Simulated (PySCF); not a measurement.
C₂H₇F₂NSi, SMILES N[SiH2]CC(F)F.

The structure is a stationary point at B3LYP-D3(BJ)/def2-SVP. The structure was generated by enumeration, and PubChem lists no compound with its InChIKey, so it may never have been made. One conformer was computed; it need not be the lowest.

The numbers are results of PBE/def2-TZVP run with PySCF, not measurements.

Isolated molecule, no solvent.

Computed frontier levels, gap, dipole moment and polarisability:
```yaml
highest_occupied_level: -5.97 eV
lowest_empty_level: -0.39 eV
orbital_gap: 5.59 eV
dipole_moment: 3.31 D
quadrupole, principal values (traceless, Buckingham form, about the centre of nuclear charge): -1.41, -1.36, 2.77 D·Å
mean_static_polarisability: 61.4 bohr³ (9.09 Å³)
polarisability_principal_values: 55.9, 57.8, 70.3 bohr³
```
